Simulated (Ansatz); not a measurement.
```xyz
7

C    -0.184    0.486   -0.637
O     0.683   -0.580   -0.296
Si    0.897   -1.435    1.073
F    -0.184   -0.762    2.077
H    -0.818    0.771    0.204
H     0.416    1.344   -0.946
H    -0.811    0.177   -1.476
```

The species carries charge 0 and has multiplicity 1.

List the CAM-B3LYP/def2-TZVPP orbital energies in eV (Ansatz 0.2.0). (Estimate.)

Ansatz gave: Occupied: -1802.18, -673.30, -523.00, -280.36, -146.49, -101.88, -101.83, -101.70, -34.36, -30.27, -21.36, -16.84, -15.40, -14.84, -14.71, -13.86, -13.43, -10.87, -10.64, -8.95. Lowest empty: -0.33, 1.69, 2.07, 3.00, 4.15, 4.18, 4.66, 5.73.
